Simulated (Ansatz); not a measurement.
```xyz
4

F     1.8040    0.5811    0.2962
In   -0.0001    0.0000    0.0000
F    -0.7235   -1.4462    1.0321
F    -1.0804    0.8651   -1.3283
```

The species carries charge 0 and has multiplicity 1. In: def2 effective core potential.

(1) List the PBE0/def2-TZVPP orbital energies in eV (Ansatz 0.2.0). (Estimate.)

Results:

(1) The calculation gave: Occupied: -673.46, -673.46, -673.46, -130.15, -86.75, -86.37, -86.37, -32.21, -32.09, -32.09, -23.25, -23.25, -23.24, -22.90, -22.90, -13.90, -12.29, -12.29, -11.85, -11.39, -11.38, -11.38, -11.14, -11.14. Lowest empty: -3.42, -1.49, 0.72, 0.72, 2.07, 3.86, 3.86, 4.13.
